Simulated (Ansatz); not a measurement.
`[CH3][Ga]([CH3])[F]`, relaxed with RKS PBE0-D4/def2-TZVP in Ansatz from a PBE-D4/def2-SVP geometry. The force threshold is 0.005 eV/Å; the program also tests the step.

The species carries charge 0 and has multiplicity 1.

Start:

```xyz
10

C     1.791    0.334   -0.046
Ga   -0.021   -0.332   -0.428
C    -1.773   -0.034    0.418
F    -0.092   -1.437   -1.833
H     1.796    1.441    0.008
H     2.138   -0.051    0.935
H     2.500    0.003   -0.829
H    -2.573   -0.531   -0.163
H    -1.773   -0.443    1.449
H    -1.992    1.051    0.489
```

| step | energy (eV) | largest force (eV/Å) | largest move (Å) |
| --- | --- | --- | --- |
| 1 | -57258.3621 | 0.531 | 0.000 |
| 2 | -57258.3921 | 0.142 | 0.020 |
| 3 | -57258.3950 | 0.030 | 0.012 |
| 4 | -57258.3951 | 0.002 | 0.006 |

End:

```xyz
10

C     1.782    0.332   -0.046
Ga   -0.021   -0.323   -0.418
C    -1.765   -0.033    0.416
F    -0.088   -1.424   -1.806
H     1.797    1.423    0.009
H     2.133   -0.048    0.916
H     2.470    0.004   -0.825
H    -2.546   -0.524   -0.165
H    -1.773   -0.440    1.430
H    -1.989    1.033    0.489
```

Run time 7.5 s (4 threads of a server CPU on a shared host); peak host memory 0.47 GiB.
